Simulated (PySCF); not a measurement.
A GIAO shielding run with PySCF 2.14.0 with density-fitted response routines (density fitting, non-relativistic, gas phase) on `[SiH2]1OCOC[Si@@H](N)N1`, C$_{2}$H$_{10}$N$_{2}$O$_{2}$Si$_{2}$:

```
$ OMP_NUM_THREADS=1 python probes_run.py task.json out

{"job": {"kind": "nmr", "xc": "PBE0", "basis": "pcSseg-1"}, "charge": 0, "multiplicity": 1}
N      2.794519     0.105840    -0.369374
Si     1.160841     0.010201     0.179773
C      0.331116    -1.428821    -0.769991
O     -0.979472    -1.113884    -1.246588
C     -1.944602    -0.938878    -0.280319
O     -1.970235     0.315721     0.308203
Si    -1.324877     1.663585    -0.327743
N      0.397890     1.481771    -0.290234
H      3.362029     0.850276     0.000850
H      3.332884    -0.743913    -0.384351
H      0.993214    -0.204451     1.630202
H      0.270373    -2.340562    -0.160940
H      0.885914    -1.674367    -1.676515
H     -2.907027    -1.099013    -0.789679
H     -1.839372    -1.679187     0.532150
H     -1.790821     2.622144     0.665615
H     -1.751220     1.932129    -1.699889
H      0.970087     2.247727    -0.597587
```

Hardware: 1 thread of an Arm Neoverse V1, shared host. The job also computes population analyses, field gradients, ring-centre shieldings.

Problem. How large is the calculation?

Solution. 80 electrons, 200 basis functions and 1078 auxiliary functions.

Problem. How long does it take, and how much memory does it need?

Solution. 49 s of wall time, with 13 SCF cycles and 4 response iterations; peak memory 0.9 GiB. Times on a shared host scatter by some tens of per cent.
